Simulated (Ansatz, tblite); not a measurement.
Removing and adding an electron: Al13P13H34, a nanocrystal cut from zinc blende AlP (hydrogen-capped). Charge 0, multiplicity 1. Geometry: r2SCAN-D4/def2-SVP. Ansatz, gas phase; energy differences of separate SCF runs; the oxidised species was run as a doublet alone; the reduced species was run as a doublet alone.

Cartesian coordinates in Å:
```
Al -1.565 1.509 -4.341
Al 1.642 3.728 -2.202
Al -2.843 -2.049 -3.560
Al 0.180 -4.336 -0.884
Al 3.859 1.756 -0.590
Al 3.397 -2.425 0.444
Al 0.715 -0.467 -1.861
Al -1.706 2.173 -0.140
Al -1.872 -1.651 0.706
Al 1.087 0.439 1.873
Al 1.250 4.331 1.481
Al 0.489 -3.086 3.342
Al -2.474 0.466 4.459
P -0.838 -0.689 -3.632
P 2.197 1.342 -2.252
P -2.819 1.963 -2.275
P -0.072 3.848 -0.490
P 1.765 -2.529 -1.296
P -3.317 -2.213 -1.131
P -0.663 -3.580 1.272
P 4.739 -0.488 -0.075
P 2.537 2.239 1.356
P 2.148 -1.631 2.324
P -0.466 0.138 0.108
P -3.222 -0.893 2.547
P -0.160 0.998 3.865
H -2.585 1.403 -5.557
H -0.374 2.563 -4.298
H 2.959 4.152 -1.367
H 1.311 4.431 -3.583
H -4.043 -1.101 -4.022
H -2.632 -3.515 -4.127
H 0.961 -5.717 -0.782
H -1.067 -4.123 -1.868
H 5.152 2.606 -0.921
H 4.250 -3.741 0.673
H -2.722 2.349 1.078
H 2.195 5.587 1.244
H 0.379 4.208 2.820
H 1.140 -4.363 4.026
H -0.492 -2.101 4.154
H -2.467 -0.482 5.732
H -3.293 1.824 4.346
H -0.066 -1.211 -4.709
H 2.910 1.086 -3.457
H -3.559 3.167 -2.429
H -3.917 1.066 -2.155
H -0.812 5.037 -0.752
H 2.495 -2.936 -2.450
H -3.778 -3.520 -0.826
H -4.529 -1.509 -0.888
H -1.726 -4.476 1.591
H 5.603 -0.845 -1.147
H 5.727 -0.384 0.943
H 3.455 2.223 2.446
H 3.114 -1.307 3.321
H -4.336 -0.230 1.964
H -3.891 -2.046 3.039
H -0.020 2.411 3.967
H 0.668 0.597 4.947
```

The xTB rows come from tblite. Single mean-field runs in def2-SVP are fitted with def2-universal-jkfit.

```
          level  −HOMO (eV)  vertical IE (eV)  −LUMO (eV)  vertical EA (eV)  HOMO–LUMO gap (eV)  IE − EA (eV)                       remarks
       GFN2-xTB       10.24             11.64        7.32              5.96                2.92          5.68                             –
PBE-D4/def2-SVP        6.18                 –        2.41              1.19                3.77             –  HOMO above zero (-1 doublet)
```

(1) Estimate the rows for GFN1-xTB, PBE0-D4/def2-SVP.

## Answers

(1) 
| level | −HOMO (eV) | vertical IE (eV) | −LUMO (eV) | vertical EA (eV) | HOMO–LUMO gap (eV) | IE − EA (eV) | remarks |
| --- | --- | --- | --- | --- | --- | --- | --- |
| GFN1-xTB | 10.21 | 11.58 | 6.68 | 5.36 | 3.52 | 6.23 | – |
| PBE0-D4/def2-SVP | 7.31 | 8.45 | 1.75 | 0.95 | 5.56 | 7.50 | HOMO above zero (-1 doublet) |

Run but left out: PBE-D4/def2-SVP (charge +1 doublet: an occupied level 0.03 eV above an empty one).   A HOMO above zero means that the electron is unbound at that level or that self-interaction error raises the level; the energy of removing that electron tells which. Raw xTB energy differences between charge states are shifted by several eV; the methods need an empirical correction for them. Sets without diffuse functions give affinities that are too small.
